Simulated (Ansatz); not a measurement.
Program: Ansatz. Geometries: PBE0-D4/def2-TZVP. ΔE: electronic, gas phase. CBS: MP2 limit from def2 TZ/QZ plus the TZ coupled-cluster correction, frozen cores. DFT in def2-TZVPP. Each species was taken in one conformer, which may not be the lowest.

Reaction (redistribution): `C=NB(O)F` + `BCB(O)F` → `BB(O)N=C` + `OB(F)CF`

```csv
species,BLYP-D4 energy (Eh)
`C=NB(O)F`,-294.77695
`BCB(O)F`,-266.04087
`BB(O)N=C`,-220.83116
`OB(F)CF`,-339.88952
```

(1) Work out ΔE.

(2) What do rigid-rotor, harmonic-oscillator terms from PBE0-D4/def2-TZVP frequencies (298.15 K, 1 bar) make of the CCSD(T)/CBS value? (Best estimate.)

Largest T1 diagnostic among the species: 0.014.

Answers

(1) ΔE = (-220.83116) + (-339.88952) − (-294.77695) − (-266.04087) = 0.09714 Eh = +255.0 kJ/mol. CCSD(T)/CBS gives +276.0 kJ/mol.

(2) Computed: ΔZPE = -2.7 kJ/mol, ΔH = +274.2 kJ/mol, ΔS = 0 J/(mol·K), ΔG = +274.3 kJ/mol. Modes under 50 cm⁻¹ make the entropy rough.

Leaving LDA and LC-ωPBE aside and taking each functional with its dispersion term where it has one, the values, not all of them listed here, spread over 25.9 kJ/mol, from BLYP-D4 to PBE-QIDH. LDA lies +11.2 kJ/mol from PBE without D4. From PBE to PBE0 (25 % exact exchange), in def2-TZVPP and without D4, ΔE moves by +10.7 kJ/mol.
